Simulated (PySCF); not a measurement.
**Bi: excitation energy**

Bi [Xe] 4f14 5d10 6s2 6p3 (4S) → Bi [Xe] 4f14 5d10 6s1 6p4 (4P), as a difference of total energies. All numbers are calculated (PySCF 2.14, scalar relativity through the core potential, in def2-QZVPPD with the def2 core potential (60 electrons)). Correlated levels: valence: 5s2 5p6 5d10 frozen; valence and next inner shell: nothing frozen outside the core potential. The calculations carry no spin-orbit coupling.

```json
{"method": "UHF", "excitation energy (eV)": "9.254"}
{"method": "LDA", "excitation energy (eV)": "10.069"}
{"method": "PBE", "excitation energy (eV)": "9.888"}
{"method": "PBE0", "excitation energy (eV)": "9.802"}
{"method": "r2SCAN", "excitation energy (eV)": "9.762"}
{"method": "TPSS", "excitation energy (eV)": "9.799"}
{"method": "LC-wPBE", "excitation energy (eV)": "9.852"}
{"method": "wB97M-V", "excitation energy (eV)": "9.650"}
{"method": "PW91", "excitation energy (eV)": "9.908"}
{"method": "MP2 (valence)", "excitation energy (eV)": "9.209"}
{"method": "SCS-MP2 (valence)", "excitation energy (eV)": "9.195"}
{"method": "MP2 (valence and next inner shell)", "excitation energy (eV)": "9.957"}
{"method": "SCS-MP2 (valence and next inner shell)", "excitation energy (eV)": "9.823"}
```

Problem. How much does correlation contribute at MP2 (valence and next inner shell)?

Solution. 9.957 − (9.254) = 0.703 eV, measured against UHF.

Spin-orbit coupling is strong in these open shells (close to jj coupling). The scalar numbers leave it out and a first-order estimate fails, so it can dominate the gap to the real levels.

The upper state lies above the first ionisation limit, where it may autoionise and the basis confines it.
